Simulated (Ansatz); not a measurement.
Ansatz (a program for electronic structure) job for 2,2-difluoro-1-silylethanone (C2H4F2OSi), SMILES O=C([SiH3])C(F)F, PBE/def2-TZVPD. Geometry: PBE-D3(BJ)/def2-SVP. One conformer was computed; it need not be the lowest.

Ansatz 0.2 input:
```yaml
crystal:
  periodic: [false, false, false]
  atoms:
    - {symbol: O, position_ang: [-1.90112901, 0.49563692, 0.00000000]}
    - {symbol: C, position_ang: [-0.71252873, 0.23387770, -0.00000000]}
    - {symbol: Si, position_ang: [0.64003026, 1.65220958, 0.00000000]}
    - {symbol: C, position_ang: [-0.21877260, -1.22617821, -0.00000000]}
    - {symbol: F, position_ang: [0.56014914, -1.40361839, -1.10776293]}
    - {symbol: F, position_ang: [0.56014914, -1.40361839, 1.10776293]}
    - {symbol: H, position_ang: [0.38077254, 2.47519802, 1.22786922]}
    - {symbol: H, position_ang: [2.04717550, 1.13413565, -0.00000000]}
    - {symbol: H, position_ang: [0.38077254, 2.47519802, -1.22786922]}
    - {symbol: H, position_ang: [-1.05498864, -1.96162703, -0.00000001]}
basis:
  gaussian:
    orbitals: def2-TZVPD
hamiltonian:
  xc: {name: PBE}
```

Log of the run:

```
WARN ansatz: RAYON_NUM_THREADS=2 ignored (pool sized by the plan → 2); use --threads N
Functional definition: PBE
integrals: 0.24 GiB planned
1405 factors; their error is unknown
mean field: 1.63 GiB planned
mean field evaluation 1: about -17482.1211 eV, gradient 5.2e1 eV
mean field evaluation 2: about -17460.6873 eV, gradient 1.1e2 eV
mean field evaluation 4: about -17486.9140 eV, gradient 8.5e0 eV
mean field evaluation 8: about -17487.0732 eV, gradient 2.9e-1 eV
mean field evaluation 16: about -17487.0486 eV, gradient 6.3e-4 eV
mean field -17487.04856911 eV, -642.6371817677 hartree, gradient 2.6e-5 eV, S^2 0.000000; 0 other end points of the search recorded, 0 dependent functions left out
reference -17487.04863287 eV, -642.6371841106 hartree; 28, 28 occupied and 245, 245 virtual orbitals, 1405 factors
Total energy: -17487.04863287 eV, -642.6371841106 hartree
```

Self-consistency was reached.

Cost: about 12 core-seconds (a rough figure).
